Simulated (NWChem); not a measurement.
System: ZrO2; SMILES [O]=[Zr]=[O]

The following NWChem deck was run.

```
start job
memory heap 200 mb stack 900 mb global 1100 mb
geometry units angstroms
  Zr     0.000000     0.000000     0.283689
  O      1.425531     0.000000    -0.750882
  O     -1.425531     0.000000    -0.750882
end
basis spherical
  * library sto-3g
end
dft
  xc hfexch
  iterations 150
end
driver
  maxiter 120
end
task dft optimize
task dft freq
```

Output (shortened):

```
             Northwest Computational Chemistry Package (NWChem) 7.3.0
             --------------------------------------------------------

 C2V symmetry detected

                             Geometry "geometry" -> ""
                             -------------------------

 Output coordinates in angstroms (scale by  1.889725989 to convert to a.u.)

  No.       Tag          Charge          X              Y              Z
 ---- ---------------- ---------- -------------- -------------- --------------
    1 Zr                  40.0000     0.00000000     0.00000000     0.29559171
    2 O                    8.0000     1.42553100     0.00000000    -0.73897929
    3 O                    8.0000    -1.42553100     0.00000000    -0.73897929

 Effective nuclear repulsion energy (a.u.)     204.1556752489

      Symmetry information
      --------------------

 Group name             C2v
 Group number             16
 Group order               4
 No. of unique centers     2

                                Z-matrix (autoz)
                                --------

 Units are Angstrom for bonds and degrees for angles

      Type          Name      I     J     K     L     M      Value
      ----------- --------  ----- ----- ----- ----- ----- ----------
    1 Stretch                  1     2                       1.76138
    2 Stretch                  1     3                       1.76138
    3 Bend                     2     1     3               108.05989

  xc_inp: hfexch multiplicative factor not found.

                           NWChem Geometry Optimization
                           ----------------------------

 maximum gradient threshold         (gmax) =   0.000450
 rms gradient threshold             (grms) =   0.000300
 maximum cartesian step threshold   (xmax) =   0.001800
 rms cartesian step threshold       (xrms) =   0.001200
 fixed trust radius                (trust) =   0.300000
 source of zmatrix                         =   autoz

          -------------------
          Energy Minimization
          -------------------

 Using diagonal initial Hessian
 Scaling for Hessian diagonals: bonds = 1.00  angles = 0.25  torsions = 0.10

          --------
          Step   0

                                 NWChem DFT Module
                                 -----------------

[...]

      ----------------------
      Optimization converged
      ----------------------

  Step       Energy      Delta E   Gmax     Grms     Xrms     Xmax
  ---- ---------------- -------- -------- -------- -------- --------
@    3   -3650.72825875 -5.2D-07  0.00004  0.00003  0.00059  0.00122
                                     ok       ok       ok       ok

                                Z-matrix (autoz)
                                --------

 Units are Angstrom for bonds and degrees for angles

      Type          Name      I     J     K     L     M      Value     Gradient
      ----------- --------  ----- ----- ----- ----- ----- ---------- ----------
    1 Stretch                  1     2                       1.82312   -0.00004
    2 Stretch                  1     3                       1.82312   -0.00004
    3 Bend                     2     1     3               115.46282    0.00000

                         Geometry "geometry" -> "geometry"
                         ---------------------------------

 Output coordinates in angstroms (scale by  1.889725989 to convert to a.u.)

  No.       Tag          Charge          X              Y              Z
 ---- ---------------- ---------- -------------- -------------- --------------
    1 Zr                  40.0000     0.00000000     0.00000000     0.25477197
    2 O                    8.0000     1.54154415     0.00000000    -0.71856941
    3 O                    8.0000    -1.54154415     0.00000000    -0.71856941

 Effective nuclear repulsion energy (a.u.)     196.7511395756

      Symmetry information
      --------------------

 Group name             C2v
 Group number             16
 Group order               4
 No. of unique centers     2

[...]

 Rotational Constants
 --------------------
 A=   0.754154 cm-1  (  1.085036 K)
 B=   0.221756 cm-1  (  0.319051 K)
 C=   0.171367 cm-1  (  0.246553 K)

 Temperature                      =   298.15K
 frequency scaling parameter      =   1.0000

 Zero-Point correction to Energy  =    3.721 kcal/mol  (  0.005930 au)
 Thermal correction to Energy     =    5.801 kcal/mol  (  0.009245 au)
 Thermal correction to Enthalpy   =    6.393 kcal/mol  (  0.010188 au)

 Total Entropy                    =   64.076 cal/mol-K
   - Translational                =   40.290 cal/mol-K (mol. weight = 121.8941)
   - Rotational                   =   22.160 cal/mol-K (symmetry #  =        2)
   - Vibrational                  =    1.626 cal/mol-K

 Cv (constant volume heat capacity) =    8.130 cal/mol-K
   - Translational                  =    2.979 cal/mol-K
   - Rotational                     =    2.979 cal/mol-K
   - Vibrational                    =    2.171 cal/mol-K

[normal modes left out]

 ----------------------------------------------------------------------------
 Normal Eigenvalue ||           Projected Infra Red Intensities
  Mode   [cm**-1]  || [atomic units] [(debye/angs)**2] [(KM/mol)] [arbitrary]
 ------ ---------- || -------------- ----------------- ---------- -----------
    1       -0.000 ||    0.000004           0.000         0.004       0.002
    2        0.000 ||    0.024406           0.563        23.792      10.807
    3        0.000 ||    0.034295           0.791        33.432      15.187
    4        0.000 ||    0.034295           0.791        33.432      15.187
    5        0.000 ||    0.015758           0.364        15.362       6.978
    6        0.000 ||    0.005371           0.124         5.236       2.379
    7      280.668 ||    0.020130           0.464        19.624       8.914
    8     1147.501 ||    0.022041           0.508        21.486       9.760
    9     1175.872 ||    0.046941           1.083        45.761      20.787
 ----------------------------------------------------------------------------
```

Level: Hartree-Fock/STO-3G, non-relativistic.
